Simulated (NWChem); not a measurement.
Species: C₂H₄N₃ cation; SMILES c1nc[nH+][nH]1

Question: Give the equilibrium geometry at PBE0/def2-SVP (NWChem) as a Z-matrix, with the point group.

Answer: point group C2v; any orientation.
```
N
H 1 1.0204
C 1 1.3369 2 130.74
N 3 1.3235 1 110.73 2 180.00
C 4 1.3235 3 105.28 1 0.00
N 5 1.3369 4 110.73 3 0.00
H 6 1.0204 5 130.74 4 180.00
H 3 1.0920 4 126.60 5 180.00
H 5 1.0920 4 126.60 3 180.00
```
